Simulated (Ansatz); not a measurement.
Start from `[CH3][InH][SH]` and change one element to get `[CH3][GaH][SH]`.

Ansatz, PBE0-D4/def2-TZVP geometries, multiplicity 1. Each molecule was computed in one conformer, which needn't be the lowest.

Elements past krypton have def2 core potentials. Scalar relativity is left out up to krypton.

```json
{"property": "HOMO–LUMO gap (ωB97M-V/def2-TZVPP) / eV", "`[CH3][InH][SH]`": "9.55"}
{"property": "HOMO energy (PBE/def2-TZVPP) / eV", "`[CH3][InH][SH]`": "-6.08"}
{"property": "HOMO–LUMO gap (PBE0/def2-TZVPP) / eV", "`[CH3][InH][SH]`": "5.91"}
{"property": "LUMO energy (PBE0/def2-TZVPP) / eV", "`[CH3][InH][SH]`": "-1.32"}
{"property": "LUMO energy (PBE/def2-TZVPP) / eV", "`[CH3][InH][SH]`": "-2.02"}
{"property": "HOMO energy (B3LYP/def2-TZVPP) / eV", "`[CH3][InH][SH]`": "-6.99"}
```

Problem. Give the same properties after the change, and the shifts. (An estimate is asked.)

Solution. Ansatz gave: 
```csv
property,`[CH3][GaH][SH]`,shift
HOMO–LUMO gap (ωB97M-V/def2-TZVPP) / eV,10.34,0.79
HOMO energy (PBE/def2-TZVPP) / eV,-6.35,-0.27
HOMO–LUMO gap (PBE0/def2-TZVPP) / eV,6.46,0.55
LUMO energy (PBE0/def2-TZVPP) / eV,-1.06,0.26
LUMO energy (PBE/def2-TZVPP) / eV,-1.84,0.18
HOMO energy (B3LYP/def2-TZVPP) / eV,-7.27,-0.28
```

With PBE0 the HOMO falls by 0.29 eV and the LUMO rises by 0.26 eV, so the gap widens by about 0.55 eV. PBE moves the HOMO by -0.27 eV and ωB97M-V by -0.30 eV.

B3LYP here is the variant with VWN-RPA as its local correlation; programs differ in this.
